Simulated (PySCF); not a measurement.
Shapes and spin states of [CoBr2]+

These are results of PySCF, PBE0, basis Co def2-TZVP, Br def2-TZVP (no relativity, density fitting), not measurements.

Relaxations began from a few typed shapes and spin states; open shells are unrestricted. The search is not exhaustive: other isomers or separated fragments can lie lower, and high-lying points may rest on an excited occupation.

(1) Which is the lowest minimum found?
A. quintet D∞h: Co–Br 2.189 Å (×2); Br–Co–Br 180.0°
B. quintet D∞h: Co–Br 2.189 Å (×2); Br–Co–Br 180.0°
C. singlet (closed shell, unstable to spin polarisation) C2v: Co–Br 2.112 Å (×2); Br–Co–Br 113.1°
D. singlet (closed shell, unstable to spin polarisation) C2v: Co–Br 2.104 Å (×2); Br–Co–Br 112.0°
E. singlet C2v: Co–Br 2.104 Å (×2); Br–Co–Br 112.9°
F. broken-symmetry Ms = 1 (⟨S²⟩ 2.79) C2v: Co–Br 2.266 Å (×2); Br–Co–Br 81.9°
G. singlet D∞h: Co–Br 2.110 Å (×2); Br–Co–Br 180.0°
H. broken-symmetry Ms = 1 (⟨S²⟩ 2.97) D∞h: Co–Br 2.262 Å (×2); Br–Co–Br 180.0°

Results:

(1) A. The others lie at 0.2 (quintet D∞h), 29.0 (broken-symmetry Ms = 1 C2v), 43.4 (broken-symmetry Ms = 1 D∞h), 230.4 (singlet C2v), 232.2 (singlet C2v), 232.3 (singlet C2v), 256.0 (singlet D∞h, a saddle point) kJ/mol above it.

Formally Co is in oxidation state +3, d6, with 4 unpaired electrons (the high-spin count). The Mulliken spin on Co is 2.85. The polar-tensor charge on Co, 1.10, is far below the formal one.

For the lowest minimum: other spin states or occupations of the open shell can lie lower.

The electron or spin density has lower symmetry than the nuclear frame for the broken-symmetry Ms = 1 (⟨S²⟩ 2.97) D∞h at 43.4 kJ/mol, singlet (closed shell, unstable to spin polarisation) C2v at 230.4 kJ/mol.
